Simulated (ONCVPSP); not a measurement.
Before and after: ONCV potential for C (Z = 6)

ONCVPSP 4.0.1 input, shortened (lines: element, Z, core and valence counts, functional; n l f; lmax; l rc ep ncon nbas qcut; lloc lpopt rc5 dvloc0; l nproj debl; icmod fcfact rcfact), LDA (Perdew-Zunger), scalar-relativistic:

```
  C 6.00    1    2        3      upf
    1    0    2.00
    2    0    2.00
    2    1    2.00
    2
    0    1.15    0.00    4    7    6.80
    1    1.70    0.00    4    7    9.30
    2    1.45    0.03    3    8    7.50
    4    5    0.70    0.00
    0    1    1.90
    1    1    2.60
    2    3    2.30
    3    3.00    1.75
```

All-electron outer shells of the reference configuration (LDA (Perdew-Zunger), scalar-relativistic, ld1.x):

| shell | level (eV) | outermost node (bohr) | outermost maximum (bohr) |
| --- | --- | --- | --- |
| 1s | -270.81 | – | 0.18 |
| 2s | -13.64 | 0.38 | 1.22 |
| 2p | -5.42 | – | 1.19 |

Change: s: qcut 5.3.

Cutoffs: the cutoffs (Ha) at which the residual kinetic energy of the hardest occupied pseudo-wave falls to 1 and 0.1 mHa per electron; they do not see the model core or the augmentation charge, which bear on the density cutoff. Errors are all-electron minus pseudo energies relative to the spin-unpolarised reference configuration.

Task: How do hardness, ghosts and transferability respond?

Result: The potential gets harder (22 Ha and 36 Ha → 33 Ha and 82 Ha); of the 4 tests that both files solve, the error grows in 2 and shrinks in 0 by more than 15 % and 0.3 meV (median size 39.1 → 45.2 meV); neither file shows a bound ghost.

| quantity | base | changed |
| --- | --- | --- |
| cutoff, loose | 22 Ha | 33 Ha |
| cutoff, tight | 36 Ha | 82 Ha |
| loose cutoff by channel | s 19 Ha, p 22 Ha | s 33 Ha, p 22 Ha |
| bound ghosts | none | none |
| GHOST(+) flags under 300 eV | none | none |
| error for 2s2 2p1, meV [ΔE 10.99 eV] | +6.6 | +7.9 |
| error for 2s2 2p0, meV [ΔE 35.25 eV] | +72 | +82 |
| error for 2s1 2p0, meV [ΔE 83.22 eV] | +124 | +129 |
| error for 2s1 2p3, meV [ΔE 8.24 eV] | +5.2 | +6.1 |
| s: phases at 1.16 bohr within 0.05 rad from the reference energy up to (Ha; the scan ends near 5) | 3.4 | 3.0 |
| p: phases at 1.73 bohr within 0.05 rad from the reference energy up to (Ha; the scan ends near 5) | 1.8 | 1.8 |
| d: phases at 1.47 bohr within 0.05 rad from the reference energy up to (Ha; the scan ends near 5) | to the end of the scan | to the end of the scan |
| rms error of d²Exc/dni dnj with the model core, mHa | 0.62 | 0.68 |
